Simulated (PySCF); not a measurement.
## Deuteron quadrupole couplings in `C#C[C@]1(F)[SiH2][Si@H](F)[SiH2]1`

Species: C₃H₆F₂Si₃.
Structure used (GFN2-xTB), in Å, numbered top down from 1:
```xyz
14
C3H6F2Si3 angstrom
C      2.839   -1.198   -0.539
C      1.855   -0.522   -0.409
C      0.686    0.278   -0.256
F      0.989    1.622   -0.635
Si    -0.058    0.440    1.566
Si    -2.132    0.519    0.483
F     -3.207   -0.577    1.027
Si    -0.879   -0.201   -1.361
H      3.692   -1.797   -0.649
H      0.305   -0.760    2.329
H      0.544    1.595    2.233
H     -2.992    1.701    0.467
H     -0.823    0.534   -2.625
H     -0.821   -1.635   -1.667
```

Level: PBE0/pcSseg-1 (PySCF, non-relativistic); Q(2H) = 0.00286 b; rigid geometry, the same for H and D, with no vibrational averaging.

**Question.** Give the electric field gradient Vzz (the principal value of largest size), its asymmetry and the 2H coupling at each hydrogen.

**Answer.** 
```tsv
atom	bonded to	bond length (Å)	Vzz (au)	η	χzz (kHz)
H9	C1	1.049	0.3971	0.03	267
H10	Si5	1.467	0.1601	0.02	108
H11	Si5	1.463	0.1635	0.01	110
H12	Si6	1.462	0.1624	0.02	109
H13	Si8	1.463	0.1634	0.01	110
H14	Si8	1.468	0.1600	0.02	108
```

**Question.** Average by the element that carries the hydrogen.

**Answer.** on C: 267 kHz over 1 position, mean bond length 1.049 Å; on Si: 109 kHz over 5 positions, mean bond length 1.465 Å.

**Question.** Give the 2H NMR doublet splittings at H10 for a magnetic field along the z, y and x axes of the gradient: 3χ/2, 3χ(1 + η)/4, 3χ(1 − η)/4.

**Answer.** With |χ| = 107.6 kHz and η = 0.025: 161, 83 and 79 kHz, to first order and without motion.

Geometry: GFN2-xTB, one conformer, isolated molecule. GFN2-xTB bond lengths can be off by several hundredths of an ångström, more for odd bonds, and the gradients follow them. The small basis limits the accuracy of the gradients.
